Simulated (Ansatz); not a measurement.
Ansatz (a program for electronic structure) input:

Ansatz 0.2 input:
```yaml
crystal:
  periodic: [false, false, false]
  atoms:
    - {symbol: C, position_ang: [-0.00000000, -0.00000000, -1.28727519]}
    - {symbol: C, position_ang: [0.00000000, 0.00000000, 0.00000000]}
    - {symbol: C, position_ang: [0.00000000, 0.00000000, 1.28727519]}
basis:
  gaussian:
    orbitals: def2-TZVP
hamiltonian:
  xc: {name: PBE0}
relax: {f_tol: 0.003, max_steps: 100}
```

### Question
Which total energy does the run end on?

### Answer
-113.93064 Eh (PBE0/def2-TZVP). The basis has 93 functions.
